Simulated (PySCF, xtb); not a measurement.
AsH₅, SMILES [AsH5].

Harmonic wavenumbers (cm⁻¹) from GFN2-xTB in xtb at its own minimum, in rising order: 436, 436, 818, 929, 929, 1268, 1268, 1279, 1430, 1985, 1995, 1995.

Question: What does PBE-D3(BJ)/def2-TZVP run with PySCF give at its own minimum? (The exact figures need the calculation; the answer reports its results.)

Answer: 438, 438, 1006, 1007, 1007, 1244, 1244, 1627, 1676, 2021, 2021, 2045. Paired by order, the mean absolute difference is 92 cm⁻¹ and the zero-point energies are 21.1 and 22.6 kcal/mol.
